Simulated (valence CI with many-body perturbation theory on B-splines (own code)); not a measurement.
## Sensitivity of CI+MBPT for Tl LXIX

Calculated by valence CI with perturbative core correlation (CI+MBPT): three valence electrons over a frozen Dirac-Fock core [Ne], radial functions for each j: 6 s, 6 p, 5 d, 3 f, 1 g, with the one-electron correlation potential Σ1 (screened to all orders), the two-electron term Σ2, the three-electron term Σ3, Breit, model QED; selected single and double excitations, second order for the rest, scaled by the run's own slope (own B-spline code, finite nucleus).

The last digits are not significant, and no measured levels were compared; by estimate large intervals hold to a few tenths of a per cent, small ones and those within an open d or f shell to about a per cent.

The reference run has the lowest level (3s^2 3p1/2) J=1/2 and an ionisation energy of 8418.98 eV. Its largest variational space holds 2783 state functions.

Levels are named by their leading jj configuration (3d3/2^4 stands for four electrons in 3d with j = 3/2), which in mixed levels can hold well under half, so a name can repeat and another be missing. Letters in brackets count levels of one name in rising energy.

| Level | Reference (cm⁻¹) | Shift (cm⁻¹) |
| --- | --- | --- |
| (3s 3p1/2^2) J=1/2 | 1570260 | +67 |
| (3s^2 3p3/2) J=3/2 | 4530190 | +18 |
| (3s 3p1/2 3p3/2) J=3/2 [a] | 5818630 | +104 |
| (3s 3p1/2 3p3/2) J=5/2 | 5986310 | +53 |
| (3s 3p1/2 3p3/2) J=3/2 [b] | 6165560 | +33 |
| (3s 3p1/2 3p3/2) J=1/2 | 6264170 | +68 |
| (3s^2 3d3/2) J=3/2 | 6658410 | -97 |
| (3s^2 3d5/2) J=5/2 | 7574040 | -142 |
| (3s 3p1/2 3d3/2) J=3/2 [a] | 7680590 | +72 |
| (3s 3p1/2 3d3/2) J=3/2 [b] | 7799060 | +65 |
| (3s 3p1/2 3d3/2) J=5/2 | 7890680 | -49 |
| (3s 3p1/2 3d3/2) J=1/2 | 8135140 | -68 |

The ionisation energy moves by +0.0051 eV.

(1) Which of these changes was made?
A. correlating orbitals by l 3 3 3 2 1 → 4 4 3 0 0
B. correlating orbitals by l 3 3 3 2 1 → 6 5 3 4 1; box radius (bohr) 1.2216 → 3.38
C. scale of Σ2 1 → 0.5

Results:

(1) B. correlating orbitals by l 3 3 3 2 1 → 6 5 3 4 1; box radius (bohr) 1.2216 → 3.38.
